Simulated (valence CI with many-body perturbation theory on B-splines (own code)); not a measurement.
**E1 line list for Ta⁶⁷⁺**

Computed by configuration interaction combined with many-body perturbation theory (CI+MBPT): four valence electrons over a frozen Dirac-Fock core [He], a basis of 11 s, 11 p, 9 d, 7 f, 5 g, 2 h, 1 i functions for each j, with the one-electron correlation potential Σ1, the two-electron term Σ2, the three-electron term Σ3, Breit, model QED; selected CI, second order for the rest (own B-spline code, finite nucleus).

No measured spectrum was set against this ion. As an estimate, large intervals hold to a few tenths of a per cent, small ones and those within an open d or f shell to about a per cent. Among the levels kept, up to 270 cm⁻¹ of a level comes from second order outside the variational space, and about a tenth of that is noise between levels of different J, which matters for small intervals.

Lines 101 to 150 of 249 in falling wavelength, among levels below 100110 × 10³ cm⁻¹, chosen from the strongest by gf and those to the six lowest levels. Wavelengths and rates use the calculated energies. Electric multipoles are in the length gauge, E1 and E2 with the static RPA response of the core. Weak lines are less certain than strong ones. Lines between different terms over intervals too small for the method are left out, as are lines whose strength nearly cancels. The highest levels of a list are the least certain.

Levels are named by their leading jj configuration (3d3/2^4 stands for four electrons in 3d with j = 3/2), which in mixed levels can hold well under half, so a name can repeat and another be missing. Letters in brackets count levels of one name in rising energy.

```
λ vac (Å)                           Upper                       Lower   A (s⁻¹)  log gf  Branch %
    1.429          (2p1/2^2 2p3/2 3s) J=2       (2p1/2^2 2p3/2^2) J=2  1.06e+14   -0.79      79.9
    1.429             (2s 2p1/2^2 3s) J=0      (2s 2p1/2^2 2p3/2) J=1  1.99e+14   -1.22     100.0
    1.427          (2p1/2^2 2p3/2 3s) J=1       (2p1/2^2 2p3/2^2) J=2  1.72e+14   -0.80      63.1
    1.422         (2s 2p1/2 2p3/2 3s) J=3      (2s 2p1/2 2p3/2^2) J=3  9.68e+13   -0.69      60.6
    1.421             (2s 2p1/2^2 3s) J=1      (2s 2p1/2^2 2p3/2) J=2  1.81e+14   -0.78      85.0
    1.419             (2s^2 2p1/2 3s) J=1      (2s^2 2p1/2 2p3/2) J=2  1.77e+14   -0.80      67.5
    1.418     (2s 2p1/2 2p3/2 3s) J=2 [b]      (2s 2p1/2 2p3/2^2) J=3  1.49e+14   -0.65      53.0
    1.416             (2s^2 2p1/2 3s) J=0      (2s^2 2p1/2 2p3/2) J=1  2.15e+14   -1.19     100.0
    1.416             (2s^2 2p1/2 3s) J=1      (2s^2 2p1/2 2p3/2) J=1  3.46e+13   -1.51      13.2
    1.416             (2s^2 2p3/2 3s) J=2          (2s^2 2p3/2^2) J=2  1.10e+14   -0.78      65.6
    1.414             (2s^2 2p3/2 3s) J=1          (2s^2 2p3/2^2) J=2  1.82e+14   -0.79      56.9
    1.346          (2s 2p1/2^2 3d3/2) J=1      (2s 2p1/2^2 2p3/2) J=1  1.83e+14   -0.83      81.0
    1.345          (2s 2p1/2^2 3d3/2) J=2      (2s 2p1/2^2 2p3/2) J=1  6.48e+12   -2.06       2.4
    1.335  (2s 2p1/2 2p3/2 3d5/2) J=2 [a]  (2s 2p1/2 2p3/2^2) J=1 [a]  1.29e+14   -0.76      13.2
    1.334  (2s 2p1/2 2p3/2 3d3/2) J=2 [a]  (2s 2p1/2 2p3/2^2) J=2 [a]  1.29e+14   -0.76      29.0
    1.334          (2s 2p1/2^2 3d3/2) J=1      (2s 2p1/2^2 2p3/2) J=2  4.18e+13   -1.48      18.6
    1.333          (2s^2 2p1/2 3d3/2) J=2      (2s^2 2p1/2 2p3/2) J=2  2.27e+14   -0.52      89.8
    1.333          (2s 2p1/2^2 3d3/2) J=2      (2s 2p1/2^2 2p3/2) J=2  2.61e+14   -0.46      95.3
    1.332  (2s 2p1/2 2p3/2 3d3/2) J=2 [b]      (2s 2p1/2 2p3/2^2) J=3  1.83e+14   -0.61      10.7
    1.331  (2s 2p1/2 2p3/2 3d5/2) J=1 [a]  (2s 2p1/2 2p3/2^2) J=1 [a]  3.83e+14   -0.52      21.7
    1.331  (2s 2p1/2 2p3/2 3d5/2) J=3 [b]  (2s 2p1/2 2p3/2^2) J=2 [b]  1.24e+14   -0.64       8.8
    1.330          (2s^2 2p1/2 3d3/2) J=2      (2s^2 2p1/2 2p3/2) J=1  2.48e+13   -1.48       9.8
    1.330  (2s 2p1/2 2p3/2 3d5/2) J=2 [b]  (2s 2p1/2 2p3/2^2) J=1 [b]  3.78e+14   -0.30      28.7
    1.329          (2s^2 2p1/2 3d3/2) J=1      (2s^2 2p1/2 2p3/2) J=2  3.93e+13   -1.51       1.9
    1.329  (2s 2p1/2 2p3/2 3d5/2) J=2 [b]  (2s 2p1/2 2p3/2^2) J=2 [b]  6.17e+14   -0.09      47.0
    1.328          (2s^2 2p3/2 3d3/2) J=2          (2s^2 2p3/2^2) J=2  1.28e+14   -0.77       8.6
    1.328  (2s 2p1/2 2p3/2 3d5/2) J=1 [b]  (2s 2p1/2 2p3/2^2) J=1 [b]  9.90e+14   -0.11      68.3
    1.328  (2s 2p1/2 2p3/2 3d5/2) J=1 [a]      (2s 2p1/2 2p3/2^2) J=0  9.30e+14   -0.13      52.7
    1.327  (2s 2p1/2 2p3/2 3d5/2) J=1 [b]  (2s 2p1/2 2p3/2^2) J=2 [b]  2.93e+14   -0.63      20.2
    1.327          (2s 2p1/2^2 3d5/2) J=2      (2s 2p1/2^2 2p3/2) J=1  1.27e+15    0.22      91.5
    1.327          (2s^2 2p3/2 3d3/2) J=3          (2s^2 2p3/2^2) J=2  2.52e+13   -1.33       1.8
    1.327      (2s 2p1/2 2p3/2 3d5/2) J=0  (2s 2p1/2 2p3/2^2) J=1 [b]  1.43e+15   -0.42      95.7
    1.327          (2s^2 2p3/2 3d3/2) J=1          (2s^2 2p3/2^2) J=2  2.75e+14   -0.66      15.6
    1.327          (2s^2 2p1/2 3d3/2) J=1      (2s^2 2p1/2 2p3/2) J=1  2.17e+14   -0.77      10.6
    1.319  (2s 2p1/2 2p3/2 3d3/2) J=2 [c]  (2s 2p1/2 2p3/2^2) J=2 [a]  1.54e+14   -0.70      60.6
    1.318          (2s^2 2p3/2 3d5/2) J=1          (2s^2 2p3/2^2) J=0  1.47e+15    0.06      91.8
    1.318  (2s 2p1/2 2p3/2 3d5/2) J=3 [b]      (2s 2p1/2 2p3/2^2) J=3  1.10e+15    0.30      78.1
    1.318          (2s 2p1/2^2 3d5/2) J=3      (2s 2p1/2^2 2p3/2) J=2  1.42e+15    0.41     100.0
    1.317  (2s 2p1/2 2p3/2 3d5/2) J=4 [b]      (2s 2p1/2 2p3/2^2) J=3  1.84e+15    0.63      99.7
    1.317  (2s 2p1/2 2p3/2 3d5/2) J=2 [a]  (2s 2p1/2 2p3/2^2) J=2 [a]  6.57e+14   -0.07      67.1
    1.316          (2s^2 2p1/2 3d5/2) J=2      (2s^2 2p1/2 2p3/2) J=2  1.51e+14   -0.71      10.4
    1.316  (2s 2p1/2 2p3/2 3d5/2) J=3 [a]  (2s 2p1/2 2p3/2^2) J=2 [a]  1.89e+15    0.54      95.0
    1.316  (2s 2p1/2 2p3/2 3d5/2) J=2 [b]      (2s 2p1/2 2p3/2^2) J=3  1.96e+14   -0.60      14.9
    1.316          (2s^2 2p1/2 3d5/2) J=3      (2s^2 2p1/2 2p3/2) J=2  1.43e+15    0.41     100.0
    1.315          (2s 2p1/2^2 3d5/2) J=2      (2s 2p1/2^2 2p3/2) J=2  1.06e+14   -0.86       7.6
    1.315  (2s 2p1/2 2p3/2 3d3/2) J=2 [d]  (2s 2p1/2 2p3/2^2) J=2 [a]  1.96e+14   -0.59       9.9
    1.314  (2s 2p1/2 2p3/2 3p3/2) J=3 [a]          (2s^2 2p3/2^2) J=2  5.88e+13   -0.97      60.2
    1.314          (2s^2 2p1/2 3d5/2) J=2      (2s^2 2p1/2 2p3/2) J=1  1.30e+15    0.23      89.6
    1.314          (2s^2 2p3/2 3d5/2) J=2          (2s^2 2p3/2^2) J=2  1.05e+15    0.14      99.9
    1.311  (2s 2p1/2 2p3/2 3d5/2) J=3 [b]  (2s 2p1/2 2p3/2^2) J=2 [a]  1.77e+14   -0.50      12.6
```

Question: How does gf follow from A for the line at 1.421 Å?

Answer: gf = 1.4992 × (2J+1)_upper × A / σ², with σ = 70393560 cm⁻¹ and 2J+1 = 3: gf = 0.164.
